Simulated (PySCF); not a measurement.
Cl2FGeH3Si, SMILES F[Si](Cl)([GeH3])Cl.

Coordinates come from a ωB97X-D3(BJ)/def2-SVP optimisation.

Two levels are set side by side: TDDFT-PBE/def2-SVPD (PySCF) and TDDFT-B3LYP/def2-SVPD (PySCF). Vertical, same geometry. The lowest singlet is HOMO→LUMO 86 % with PBE and HOMO→LUMO 57 %, HOMO→LUMO+1 37 % with the other functional; states are paired by order. Differences are taken from unrounded values.

```
quantity                               TDDFT-B3LYP
-------------------------------------  -----------
lowest singlet excitation (eV)                7.05
lowest triplet excitation (TDA) (eV)          6.26
first bright state (f over 0.05) (eV)         7.05
its oscillator strength                       0.10
```

Q: What does TDDFT-PBE give, and how far is it from TDDFT-B3LYP? (Estimate from the structure and the level; the computed values follow.)

A: 
```tsv
quantity	TDDFT-PBE	TDDFT-PBE minus TDDFT-B3LYP
lowest singlet excitation (eV)	6.63	-0.42
lowest triplet excitation (TDA) (eV)	5.91	-0.35
first bright state (f over 0.05) (eV)	6.63	-0.42
its oscillator strength	0.10	0.00
```

A lower first singlet is the usual sign of a functional without exact exchange. Differences between two approximate levels are no errors against the true value.

Rough cost on one machine, each run with all the roots and properties that it gave: TDDFT-B3LYP against TDDFT-PBE about 5 times.
